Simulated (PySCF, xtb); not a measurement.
C3H7O2, SMILES OC([CH2])CO, multiplicity 2. Other conformers were not sampled.

Harmonic wavenumbers (cm⁻¹) from GFN2-xTB (xtb) at its own minimum, in rising order: 107, 169, 242, 295, 346, 402, 426, 463, 662, 844, 896, 942, 1050, 1076, 1122, 1166, 1215, 1228, 1287, 1323, 1330, 1377, 1473, 2787, 2820, 2991, 3158, 3213, 3454, 3543.

What does PBE-D3(BJ)/def2-SVP (PySCF) give at its own minimum? (The exact figures need the calculation; the answer reports its results.)

132, 147, 246, 340, 385, 403, 463, 557, 711, 823, 887, 936, 1011, 1089, 1111, 1159, 1185, 1251, 1310, 1334, 1391, 1396, 1442, 2801, 2845, 2998, 3095, 3219, 3595, 3685. Paired by order, the mean absolute difference is 34 cm⁻¹ and the zero-point energies are 59.2 and 60.0 kcal/mol.
